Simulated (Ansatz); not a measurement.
GaCl2Br (GaBrCl₂), relaxed as a singlet with RKS B3LYP-D4/def2-SVP in Ansatz, starting from the GFN2-xTB geometry. Force threshold 0.02 eV/Å.

Start:

```xyz
4

Ga    0.0506    0.0675   -0.0136
Cl    2.0077   -0.0307    0.6983
Cl   -0.7535    1.7013   -1.0283
Br   -1.3049   -1.7381    0.3435
```

Problem. Estimate the energy that the relaxation releases and the steps that it takes.

Solution. 1.4 kcal/mol, in 3 steps; 6.5 s on 4 threads of Arm Neoverse V2 on a shared host. No frequencies were taken in this run, so the end may be a saddle point.

Problem. Does the start keep its bonding and symmetry?

Solution. By distances, no bond broke or formed. The bond that changes most is Ga1–Cl3, from 2.08 to 2.14 Å (atoms count from 1). Point group C2v at the start, C2v at the end, both within 0.05 Å.

Problem. Predict the relaxed structure.

Solution. 
```xyz
4

Ga    0.0151    0.0201   -0.0040
Cl    2.0379    0.0143    0.6881
Cl   -0.7184    1.7432   -1.0354
Br   -1.3346   -1.7775    0.3512
```
Bond lengths: 2 × Cl–Ga 2.14 Å; 1 × Br–Ga 2.28 Å.
